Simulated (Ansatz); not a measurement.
C$_{4}$H$_{10}$O$_{2}$, charge -1, doublet, at the geometry of the source list (a state made from the parent by changing its charge; the spin is typed, not shown lowest) (a gas-phase anion, which may not be bound at this level); MP2/def2-SVP in Ansatz (an electronic-structure program).

Ansatz was given this input:
Ansatz 0.2 input:
```yaml
crystal:
  periodic: [false, false, false]
  atoms:
    - {symbol: C, position_ang: [2.54090000, 0.44440000, -0.00820000]}
    - {symbol: O, position_ang: [1.37100000, -0.18980000, 0.43580000]}
    - {symbol: C, position_ang: [0.22760000, 0.17020000, -0.31120000]}
    - {symbol: C, position_ang: [-0.97310000, -0.56690000, 0.29040000]}
    - {symbol: C, position_ang: [-2.25710000, -0.24300000, -0.46130000]}
    - {symbol: O, position_ang: [-1.14140000, -0.19520000, 1.63950000]}
    - {symbol: H, position_ang: [2.45520000, 1.53540000, 0.06930000]}
    - {symbol: H, position_ang: [3.34660000, 0.09480000, 0.63380000]}
    - {symbol: H, position_ang: [2.76200000, 0.18360000, -1.05040000]}
    - {symbol: H, position_ang: [0.06420000, 1.25710000, -0.25040000]}
    - {symbol: H, position_ang: [0.35690000, -0.10640000, -1.36760000]}
    - {symbol: H, position_ang: [-0.76740000, -1.64900000, 0.23140000]}
    - {symbol: H, position_ang: [-2.45540000, 0.82340000, -0.40320000]}
    - {symbol: H, position_ang: [-2.17160000, -0.53950000, -1.50240000]}
    - {symbol: H, position_ang: [-3.08510000, -0.77370000, -0.00230000]}
    - {symbol: H, position_ang: [-0.27340000, -0.24560000, 2.05670000]}
basis:
  gaussian:
    orbitals: def2-SVP
total_charge: -1
magnetization: {spin_polarized: true, initial_magnetization: 1}
correlation: {method: mp2, electrons: outside_noble_gas}
accuracy: high
```

What the program printed (banner, timings and long lists left out):

```
Functional definition: HF
3381 factors; integrals over basis functions are off by at most 2.2e-8 eV
mean field evaluation 1: about -8339.3154 eV, gradient 2.4e1 eV
mean field evaluation 2: about -8339.3250 eV, gradient 2.4e1 eV
mean field evaluation 4: about -8342.9326 eV, gradient 3.2e0 eV
mean field evaluation 8: about -8343.0992 eV, gradient 2.7e-1 eV
mean field evaluation 16: about -8343.1313 eV, gradient 1.5e-5 eV
mean field evaluation 32: about -8343.1163 eV, gradient 4.4e-1 eV
mean field -8343.13130512 eV, -306.6044202856 hartree, gradient 5.1e-8 eV, S^2 0.754085; 7 other end points of the search recorded, 0 dependent functions left out
6 core orbitals not correlated
reference -8343.13130512 eV, -306.6044202856 hartree; 20, 19 occupied and 108, 109 virtual orbitals, 3381 factors
second order -26.19425907 eV of doubles, -0.00000000 eV of singles
Total energy: -8369.32556419 eV, -307.5670415515 hartree
```
